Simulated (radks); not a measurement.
Values are calculated unless marked as measured or tabulated.
Problem. Excited configurations of Tl: one electron is placed in a higher orbital outside [Hg]. The ground configuration is [Hg] 6p1. Code: a radial shooting solver on a logarithmic mesh with Libxc functionals. Model: scalar-relativistic Kohn-Sham, r2SCAN, spin-unpolarised, spherical densities, finite nucleus; meta-GGA in the generalised Kohn-Sham scheme; Fermi nuclear charge, rms radius 5.4759 fm. Excitation = E - E(ground); binding = E(ion) - E, where the ion is the core of charge +1; n* = 1/sqrt(2 binding) in atomic units, and the quantum defect is n - n*.

outer orbital  excitation (eV)  binding (eV)     n*  quantum defect  eigenvalue (eV)  <r> (bohr)
7s                       2.222         2.725  2.234           4.766           -1.624       7.699
7p                       3.142         1.805  2.745           4.255           -1.023       10.64
7d                       4.059         0.888  3.913           3.087           -0.490       20.55

Estimate the row for 6d.

Solution. excitation (eV) 3.489; binding (eV) 1.459; n* 3.054; quantum defect 2.946; eigenvalue (eV) -0.635; <r> (bohr) 10.68. The Delta-SCF ionisation energy is 4.947 eV (NIST Atomic Spectra Database: 6.108 eV, measured). Self-interaction in the functional shifts the binding energies and quantum defects, so they are the method's values and not measured ones. Spin polarisation and multiplet splitting are left out, so open shells lie too high by an amount that depends on their filling. Spin-orbit splitting is averaged out at the scalar-relativistic level.

Beside tabulated values, note that spin-unpolarised runs miss the spin-polarisation part of the exchange energy of open shells, and scalar-relativistic runs lack spin-orbit coupling.
